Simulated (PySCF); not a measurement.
Identify the unknown among the candidates.

| technique | computed result |
| --- | --- |
| Dipole | 1.15 D [PBE0/pcSseg-1] |
| NMR, other nuclei | isotropic shieldings of nuclei other than C and H, by class: 267 (1 O), 399 (1 Si) ppm [GIAO PBE0/pcSseg-1] |
| 13C NMR | chemical shifts (computed TMS as zero) by class: 94.1 (1 C), 55.1 (1 C), 40.6 (2 C), 35.4 (2 C), 27.8 (2 C) ppm [GIAO PBE0/pcSseg-1] |
| Rotational structure | rotational constants A, B, C: 1.698, 0.941, 0.740 GHz [PBE0-D3(BJ)/def2-SVP] |
| 1H NMR | chemical shifts (computed TMS as zero) by class: 4.78 (3 H), 2.16 (1 H), 1.91 (2 H), 1.86 (2 H), 1.62 (2 H), 1.43 (2 H), 1.31 (2 H), 1.02 (2 H) ppm [GIAO PBE0/pcSseg-1] |

The electronic properties come from PySCF, for the isolated species, density fitting. Levels stand in brackets. Geometry: PBE0-D3(BJ)/def2-SVP, one conformer, isolated molecule. Each NMR value is the plain mean over a class of atoms that symmetry, rotation or inversion makes alike.

Question: Which candidate is it?
A. `COCC1CCCCC1`
B. `CCCC[C@@H](C=O)CC`
C. `[SiH3]O[C@]12CCC[C@H]1CCC2`

Answer: C. It is `[SiH3]O[C@]12CCC[C@H]1CCC2`. Numbering: `[SiH3:1][O:2][C@:3]12[CH2:4][CH2:5][CH2:6][C@H:7]1[CH2:8][CH2:9][CH2:10]2`. Its formula, C8H16OSi, gives 2 degrees of unsaturation: 2 rings and 0 π bonds in the structure found. 8 carbons fall into 5 classes; from least to most shielded: ring sp3 carbon bound to oxygen [C3] (94.1 ppm), sp3 carbon at a ring junction [C7] (55.1 ppm), ring CH2 carbon [C4/C10] (40.6 ppm, 2 C), ring CH2 carbon [C6/C8] (35.4 ppm, 2 C, up to 4.7 ppm apart in this geometry), ring CH2 carbon [C5/C9] (27.8 ppm, 2 C). Hydrogen classes from least to most shielded: 3 H on an oxygen-bound silicon, Si1 (4.78 ppm), 1 H on an sp3 carbon at a ring junction, C7 (2.16 ppm), 2 H on 2 ring CH2 carbons, C6/C8 (1.91 ppm), 2 H on 2 ring CH2 carbons, C4/C10 (1.86 ppm, a mean of values up to 0.6 ppm apart in this geometry), 2 H on 2 ring CH2 carbons, C5/C9 (1.62 ppm), 2 H on 2 ring CH2 carbons, C5/C9 (1.43 ppm), 2 H on 2 ring CH2 carbons, C4/C10 (1.31 ppm, a mean of values up to 0.7 ppm apart in this geometry), 2 H on 2 ring CH2 carbons, C6/C8 (1.02 ppm). The other shieldings belong to: 267 ppm, silyl ether oxygen [O2]; 399 ppm, oxygen-bound silicon [Si1]. The optimised geometry has point group C1 and is an asymmetric top.

The others, at the same levels:
- `COCC1CCCCC1` fails: it has 6 carbon classes against 5; its computed 13C shifts are 80.6 (1 C), 59.3 (1 C), 39.6 (1 C), 32.0 (2 C), 29.1 (1 C), 28.3 (2 C) ppm, 1H shifts are 3.27 (3 H), 2.81 (2 H), 1.69 (2 H), 1.59 (2 H), 1.54 (1 H), 1.24 (1 H), 1.15 (2 H), 1.04 (1 H), 0.55 (2 H) ppm and rotational constant A is 3.803 GHz (against 1.698 GHz).
- `CCCC[C@@H](C=O)CC` fails: it has 8 carbon classes against 5; its computed 13C shifts are 211.1 (1 C), 57.7 (1 C), 34.5 (1 C), 33.7 (1 C), 27.0 (1 C), 26.9 (1 C), 16.4 (1 C), 14.2 (1 C) ppm, 1H shifts are 9.39 (1 H), 1.61 (1 H), 1.52 (1 H), 1.44 (1 H), 1.24 (1 H), 1.15 (1 H), 1.14 (1 H), 1.12 (1 H), 0.99 (3 H), 0.97 (1 H), 0.93 (1 H), 0.89 (3 H) ppm and rotational constant A is 3.000 GHz (against 1.698 GHz).
